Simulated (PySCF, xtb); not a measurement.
SnH₃F, SMILES [F][SnH3].

Harmonic wavenumbers (cm⁻¹) from GFN2-xTB (xtb) at its own minimum, in rising order: 420, 426, 426, 587, 640, 640, 1547, 1791, 1791.

Task: What does B3LYP-D3(BJ)/def2-TZVP run with PySCF give at its own minimum? (Estimate from the structure and the level; the computed values follow.)

Result: 503, 503, 595, 694, 694, 706, 1945, 1956, 1956. Paired by order, the mean absolute difference is 143 cm⁻¹ and the zero-point energies are 11.8 and 13.7 kcal/mol.
